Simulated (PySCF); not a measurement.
CoCl2: PBE0 against wB97X

Base calculation in PySCF with density fitting and no spin–orbit coupling, PBE0/def2-TZVP (no relativity): quartet, D∞h, Co–Cl 2.089 Å (×2); wavenumbers 76 (×2), 353, 509 cm⁻¹; polar-tensor charge of Co 1.13 e, atomisation energy (no zero-point energy) 774 kJ/mol.

Question: What changes on going to wB97X/def2-TZVP (no relativity)?

Answer: The point group stays the same. Changes: mean bond to Co -0.007 Å, highest wavenumber +8 cm⁻¹, lowest wavenumber +5 cm⁻¹, polar-tensor charge of Co +0.06 e, atomisation energy (no zero-point energy) +7 kJ/mol. The new structure has Co–Cl 2.082 Å (×2), with wavenumbers 81 (×2), 363, 517 cm⁻¹.

Open d or f shells are single determinants, so the state found may not be the ground state. Only the bonding shown was studied: isomers, or loss of a ligand pair, can lie lower.
